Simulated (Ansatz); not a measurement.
`[NH2][Sc]([NH2])[OH]` + NH₃ → `[NH2][Sc]([NH2])[NH2]` + H₂O  (ligand exchange at the Sc–O bond)

Computed with Ansatz on PBE0-D4/def2-TZVP structures; ΔE is electronic, products minus reactants. CCSD(T)/CBS adds triple-zeta CCSD(T) − MP2 to the extrapolated MP2 energy (def2 sets, frozen cores). This one scheme is used for every species. DFT in def2-TZVPP. For Sc outer-core shells are correlated without core-valence functions, which leaves a few kJ/mol of doubt a bond. Scalar relativity is left out up to krypton. Each species was taken in one conformer, which may not be the lowest.

```json
{"species": "`[NH2][Sc]([NH2])[OH]`", "PBE-D4 energy (Eh)": "-948.24462"}
{"species": "NH₃", "PBE-D4 energy (Eh)": "-56.51101"}
{"species": "`[NH2][Sc]([NH2])[NH2]`", "PBE-D4 energy (Eh)": "-928.34691"}
{"species": "H₂O", "PBE-D4 energy (Eh)": "-76.38027"}
```

(1) Work out ΔE.

Largest T1 diagnostic among the species: 0.015.

## Answers

(1) ΔE = (-928.34691) + (-76.38027) − (-948.24462) − (-56.51101) = 0.02845 Eh = +0.77 eV. CCSD(T)/CBS gives +0.80 eV.

At CCSD(T), def2-SVP lies +0.18 eV from the extrapolated value and def2-TZVPP +0.01 eV. Leaving LDA and LC-ωPBE aside and taking each functional with its dispersion term where it has one, the values, not all of them listed here, spread over 0.10 eV, from revPBE-D4 to CAM-B3LYP-D4.
